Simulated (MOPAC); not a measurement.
Input for MOPAC: PM7 on AlH3O3 (SMILES [OH][Al]([OH])[OH]), a point of a torsion scan.

```
PM7 1SCF PRECISE CHARGE=0 THREADS=1
AlH3O3

O     -1.43562067 1    -0.79846707 1    -0.22836768 1
Al    -0.30752382 1     0.36431198 1    -0.57002087 1
O     -0.00246069 1     0.80133684 1    -2.14299178 1
O      0.52225912 1     1.10753371 1     0.65996583 1
H     -2.04720758 1    -1.04406546 1     0.45014267 1
H     -0.31768698 1     0.53066396 1    -2.99399852 1
H      1.19719975 1     1.76992294 1     0.71024341 1
```

It printed:

```
*******************************************************************************
 **                                                                           **
 **                              MOPAC v23.2.5                                **
 **                                                                           **
 *******************************************************************************
 ** MOPAC's Digital Object Identifier: https://doi.org/10.5281/zenodo.6511958 **
 **                                                                           **
 ** Please cite the open-source release paper for use of this MOPAC version:  **
 ** J. E. Moussa and J. J. P. Stewart (2026)                                  **
 ** MOPAC: An open-source semiempirical molecular orbital program             **
 ** J. Open Source Softw., 11(119), 8025, https://doi.org/10.21105/joss.08025 **
 *******************************************************************************

                              PM7 CALCULATION RESULTS

 *******************************************************************************
 *  PM7        - The PM7 Hamiltonian to be used
 *
 *
 *
 *                 CHARGE ON SYSTEM = 0
 *
 *
 *
 *  PRECISE    - TIGHTER CRITERIA TO BE USED
 *  1SCF       - DO 1 SCF AND THEN STOP
 *  THREADS=1  - MULTI-THREADING NOT USED
 *  T=         - A TIME OF 172800.0 SECONDS REQUESTED
 *  DUMP=N     - RESTART FILE WRITTEN EVERY 7200.0 SECONDS REQUESTED
 *******************************************************************************
PM7 1SCF PRECISE CHARGE=0 THREADS=1
 AlH3O3

   ATOM   CHEMICAL          X               Y               Z
  NUMBER   SYMBOL      (ANGSTROMS)     (ANGSTROMS)     (ANGSTROMS)

     1       O         -1.43562067  *  -0.79846707  *  -0.22836768  *
     2      Al         -0.30752382  *   0.36431198  *  -0.57002087  *
     3       O         -0.00246069  *   0.80133684  *  -2.14299178  *
     4       O          0.52225912  *   1.10753371  *   0.65996583  *
     5       H         -2.04720758  *  -1.04406546  *   0.45014267  *
     6       H         -0.31768698  *   0.53066396  *  -2.99399852  *
     7       H          1.19719975  *   1.76992294  *   0.71024341  *



          CARTESIAN COORDINATES

    NO.       ATOM           X           Y           Z

     1         O         -1.4356     -0.7985     -0.2284
     2        Al         -0.3075      0.3643     -0.5700
     3         O         -0.0025      0.8013     -2.1430
     4         O          0.5223      1.1075      0.6600
     5         H         -2.0472     -1.0441      0.4501
     6         H         -0.3177      0.5307     -2.9940
     7         H          1.1972      1.7699      0.7102

 General Reference for PM7:
 "Optimization of Parameters for Semiempirical Methods VI: More Modifications to the
 NDDO Approximations and Re-optimization of Parameters", J. J. P. Stewart, J. Mol. Mod., 1:32, 19 (2013)
 https://link.springer.com/article/10.1007/s00894-012-1667-x

           Empirical Formula: H3 O3 Al  =     7 atoms



      MOLECULAR POINT GROUP   :   C1


      RHF CALCULATION, NO. OF DOUBLY OCCUPIED LEVELS = 12


 -------------------------------------------------------------------------------
 PM7 1SCF PRECISE CHARGE=0 THREADS=1
 AlH3O3



     1SCF WAS SPECIFIED, SO BFGS WAS NOT USED
     SCF FIELD WAS ACHIEVED


                              PM7 CALCULATION
                                                       MOPAC v23.2.5 Linux




          FINAL HEAT OF FORMATION =       -253.23627 KCAL/MOL =   -1059.54054 KJ/MOL


          COSMO AREA              =        100.30 SQUARE ANGSTROMS
          COSMO VOLUME            =         83.97 CUBIC ANGSTROMS

          IONIZATION POTENTIAL    =         11.896828 EV
          HOMO LUMO ENERGIES (EV) =        -11.897  2.910
          NO. OF FILLED LEVELS    =         12
          MOLECULAR WEIGHT        =         78.0034         POINT GROUP:  C1

          MOLECULAR DIMENSIONS (Angstroms)

            Atom       Atom       Distance
            H     7    H     5     4.30260
            H     6    O     4     3.58790
            O     1    H     5     0.23791


          SCF CALCULATIONS        =          1





   ATOM   CHEMICAL          X               Y               Z
  NUMBER   SYMBOL      (ANGSTROMS)     (ANGSTROMS)     (ANGSTROMS)

     1       O         -1.43562067  *  -0.79846707  *  -0.22836768  *
     2      Al         -0.30752382  *   0.36431198  *  -0.57002087  *
     3       O         -0.00246069  *   0.80133684  *  -2.14299178  *
     4       O          0.52225912  *   1.10753371  *   0.65996583  *
     5       H         -2.04720758  *  -1.04406546  *   0.45014267  *
     6       H         -0.31768698  *   0.53066396  *  -2.99399852  *
     7       H          1.19719975  *   1.76992294  *   0.71024341  *

                             CARTESIAN COORDINATES

   1    O       -1.435620670    -0.798467070    -0.228367680
   2   Al       -0.307523820     0.364311980    -0.570020870
   3    O       -0.002460690     0.801336840    -2.142991780
   4    O        0.522259120     1.107533710     0.659965830
   5    H       -2.047207580    -1.044065460     0.450142670
   6    H       -0.317686980     0.530663960    -2.993998520
   7    H        1.197199750     1.769922940     0.710243410


           Empirical Formula: H3 O3 Al  =     7 atoms



      MOLECULAR POINT GROUP   :   C1


                  EIGENVALUES
 -29.99296 -29.93587 -28.20565 -18.23436 -18.16531 -17.07458 -14.07188 -13.84534
 -13.74884 -13.71458 -13.32361 -11.89683   2.90960   3.91524   3.98475   4.85026
   5.73624   5.98489   6.08513  19.55228  19.58670  20.41931  23.32628  23.34355


              NET ATOMIC CHARGES AND DIPOLE CONTRIBUTIONS

  ATOM NO.   TYPE          CHARGE      No. of ELECS.   s-Pop       p-Pop       d-Pop
    1          O          -0.620824        6.6208     1.61242     5.00841
    2         Al           0.702502        2.2975     0.20520     1.14847     0.94383
    3          O          -0.625269        6.6253     1.62181     5.00346
    4          O          -0.622563        6.6226     1.62225     5.00031
    5          H           0.389489        0.6105     0.61051
    6          H           0.388503        0.6115     0.61150
    7          H           0.388162        0.6118     0.61184
 DIPOLE           X         Y         Z       TOTAL
 POINT-CHG.    -0.502     0.229    -0.201     0.587
 HYBRID        -0.064     0.002    -0.038     0.075
 SUM           -0.566     0.231    -0.239     0.656


          ATOMIC ORBITAL ELECTRON POPULATIONS

     Atom    s        px        py        pz      x^2-y^2     xz        z^2       yz        xy
    1  O   1.61242   1.63590   1.77009   1.60242
    2 Al   0.20520   0.36759   0.35652   0.42436   0.15705   0.20855   0.22055   0.20945   0.14823
    3  O   1.62181   1.75835   1.77050   1.47461
    4  O   1.62225   1.59079   1.60094   1.80858
    5  H   0.61051
    6  H   0.61150
    7  H   0.61184

 **********************
 *                    *
 * JOB ENDED NORMALLY *
 *                    *
 **********************




 == MOPAC DONE ==
```

The run finished.

Cost: roughly 0.04 core-seconds.
